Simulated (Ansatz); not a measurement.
Method: frozen-core CCSD(T)/cc-pVQZ // r2SCAN-D4/def2-TZVP in Ansatz (a first-principles code).

Ansatz 0.2 input:
```yaml
crystal:
  periodic: [false, false, false]
  atoms:
    - { symbol: C, position_ang: [1.415129, 0.112437, -0.415867] }
    - { symbol: C, position_ang: [0.253365, 0.005821, -0.11443] }
    - { symbol: N, position_ang: [-1.020666, -0.128097, 0.295292] }
    - { symbol: H, position_ang: [2.435879, 0.208282, -0.690782] }
    - { symbol: H, position_ang: [-1.512404, -0.916801, -0.10215] }
    - { symbol: H, position_ang: [-1.571307, 0.718358, 0.249143] }
basis:
  gaussian: { orbitals: cc-pVQZ }
correlation:
  method: ccsd_t
```

Output:

```
Functional definition: HF
1494 factors; integrals over basis functions are off by at most 1.0e-3 eV
mean field evaluation 1: about -3587.1802 eV, gradient 3.1e1 eV
mean field evaluation 2: about -3587.1827 eV, gradient 3.1e1 eV
mean field evaluation 4: about -3589.4597 eV, gradient 2.5e0 eV
mean field evaluation 8: about -3589.4856 eV, gradient 7.0e-4 eV
mean field evaluation 16: about -3589.4831 eV, gradient 2.5e-1 eV
mean field -3589.48560979 eV, -131.9111631189 hartree, gradient 2.5e-6 eV, S^2 0.000000; 0 other end points of the search recorded, 0 dependent functions left out
3 core orbitals not correlated
reference -3589.48560979 eV, -131.9111631189 hartree; 8, 8 occupied and 244, 244 virtual orbitals, 1494 factors
second order -14.98947024 eV of doubles, -0.00000000 eV of singles
cycle   1  -14.74628211 eV  change    2.4e-1 eV  update   8.6e-2
cycle   2  -15.13147801 eV  change   -3.9e-1 eV  update   2.6e-2
cycle   3  -15.21479434 eV  change   -8.3e-2 eV  update   1.2e-2
cycle   4  -15.21080539 eV  change    4.0e-3 eV  update   3.3e-3
cycle   5  -15.21234512 eV  change   -1.5e-3 eV  update   1.3e-3
cycle   6  -15.21277286 eV  change   -4.3e-4 eV  update   3.7e-4
cycle   7  -15.21264092 eV  change    1.3e-4 eV  update   1.3e-4
cycle   8  -15.21262892 eV  change    1.2e-5 eV  update   6.0e-5
cycle   9  -15.21264538 eV  change   -1.6e-5 eV  update   2.2e-5
cycle  10  -15.21263238 eV  change    1.3e-5 eV  update   6.7e-6
perturbative correction -0.74590919 eV, -0.0274116572 hartree
Total energy: -3605.44415136 eV, -132.4976287047 hartree
```

Cost: about 110 core-seconds (a rough figure).
